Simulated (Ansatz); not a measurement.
Start from `N[SiH](S)[GaH2]` and change one atom or group to get `C[SiH](N)S`.

Ansatz, PBE0-D4/def2-TZVP geometries, multiplicity 1. Each molecule was computed in one conformer, which needn't be the lowest. `N[SiH](S)[GaH2]` holds a close contact that its SMILES doesn't draw: Ga···S 2.70 Å.

Scalar relativity is left out up to krypton.

```csv
property,`N[SiH](S)[GaH2]`
LUMO energy (PBE/def2-TZVPP) / eV,-1.36
LUMO energy (PBE0/def2-TZVPP) / eV,-0.61
HOMO–LUMO gap (PBE/def2-TZVPP) / eV,4.32
size of the dipole moment (PBE/def2-TZVPP) / D,2.89
HOMO–LUMO gap (ωB97M-V/def2-TZVPP) / eV,9.72
HOMO energy (B3LYP/def2-TZVPP) / eV,-6.52
```

Problem. Give the same properties after the change, and the shifts. (An estimate is asked.)

Solution. Computed: 
```tsv
property	`C[SiH](N)S`	shift
LUMO energy (PBE/def2-TZVPP) / eV	-0.33	1.03
LUMO energy (PBE0/def2-TZVPP) / eV	0.57	1.18
HOMO–LUMO gap (PBE/def2-TZVPP) / eV	5.53	1.21
size of the dipole moment (PBE/def2-TZVPP) / D	1.81	-1.08
HOMO–LUMO gap (ωB97M-V/def2-TZVPP) / eV	11.50	1.78
HOMO energy (B3LYP/def2-TZVPP) / eV	-6.88	-0.36
```

With PBE0 the HOMO falls by 0.40 eV and the LUMO rises by 1.18 eV, so the gap widens by about 1.58 eV. PBE moves the HOMO by -0.17 eV and ωB97M-V by -0.65 eV. Dipoles are sizes alone; their direction can turn.

B3LYP here is the variant with VWN-RPA as its local correlation; programs differ in this.
